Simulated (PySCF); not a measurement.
Energy of Co⁺ (cobalt, charge +1) between two integer charges

The 3d beta orbital of [Ar] 3d8 is emptied in steps (occupation f), with all orbitals relaxed, ending at [Ar] 3d7. Computed with PySCF 2.14 in def2-TZVPPD, with no relativity, point nucleus. The exact energy is a straight line in f; departures are measured from the line between the end points of the same method.

| f | LDA (eV) | PBE (eV) |
| --- | --- | --- |
| 1 | 0.000 | 0.000 |
| 0.8 | -1.116 | -1.078 |
| 0.6 | -1.700 | -1.640 |
| 0.4 | -1.725 | -1.662 |
| 0.2 | -1.166 | -1.122 |
| 0 | 0.000 | 0.000 |

```csv
method,E(f=0) − E(f=1) (eV),−ε at f=1 (eV),−ε at f=0.4 (eV)
LDA,18.692,11.829,20.009
PBE,18.289,11.658,19.568
```

Orbital energy along the path (eV):

```csv
f,LDA,PBE
1,-11.829,-11.658
0.8,-14.417,-14.165
0.6,-17.148,-16.807
0.4,-20.009,-19.568
0.2,-22.987,-22.430
0,-26.071,-25.375
```

Reference removal energy between the ground levels: 17.084 eV (measured; NIST Atomic Spectra Database, ionization energies). The calculation has no spin-orbit coupling. The determinant left behind need not be the lowest term of the ion.
